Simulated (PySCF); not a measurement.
Be(Br)(OH) (BeBrHO), SMILES [Be]([Br])[OH].

Geometry optimised at PBE0-D3(BJ)/def2-TZVP. Other conformers were not sampled.

These are PBE0-D3(BJ)/def2-TZVP in PySCF values and carry that method's errors.

Frequencies are harmonic and unscaled.

Computed normal modes with their intensities:
| mode | ν (cm⁻¹) | IR (km/mol) | Raman (Å⁴/amu) | depolarisation | moving atoms (share of kinetic energy) |
|---|---|---|---|---|---|
| 1 | 246 | 33.7 | 0.4 | 0.71 | Be 69 %, H 22 % |
| 2 | 271 | 45.2 | 0.3 | 0.75 | Be 84 %, O 13 % |
| 3 | 425 | 4.0 | 6.7 | 0.08 | O 58 %, Br 24 %, Be 16 % |
| 4 | 488 | 244.0 | 2.2 | 0.69 | H 71 %, O 15 %, Be 15 % |
| 5 | 1383 | 398.8 | 0.6 | 0.72 | Be 76 %, O 21 % |
| 6 | 4028 | 169.0 | 87.2 | 0.23 | H 94 % |
